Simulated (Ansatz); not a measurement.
Sn(NCS)H3 (CH3NSSn), relaxed as a singlet with RKS PBE0-D4/def2-SVP in Ansatz, starting from the GFN2-xTB geometry. Force threshold 0.02 eV/Å.

In the def2 sets Sn takes a core potential; there is no spin–orbit coupling.

Start:

```xyz
7

Sn    1.135    0.478    0.096
N    -0.676   -0.277   -0.042
C    -1.766   -0.742   -0.149
S    -3.189   -1.347   -0.280
H     2.123   -0.843    0.000
H     1.135    1.226    1.569
H     1.238    1.505   -1.194
```

```tsv
step	energy (eV)	largest force component (eV/Å)	SCF passes
1	-19230.0105	1.579	24
2	-19230.1317	0.784	31
3	-19230.1540	0.426	31
4 (rejected)	-19230.1458	1.502	32
5	-19230.1553	0.075	25
6	-19230.1555	0.002	25
```

Force components are those of the run's own axes.

End:

```xyz
7

Sn    1.146    0.482    0.098
N    -0.727   -0.299   -0.047
C    -1.820   -0.764   -0.152
S    -3.272   -1.381   -0.289
H     2.198   -0.855    0.002
H     1.186    1.267    1.610
H     1.289    1.551   -1.222
```

By distances, no bond broke or formed. The bond that changes most is Sn1–N2, from 1.97 to 2.03 Å (atoms count from 1).

No frequencies were taken in this run, so the end may be a saddle point.

Run time 19 s (4 threads of Intel Xeon on a shared host).
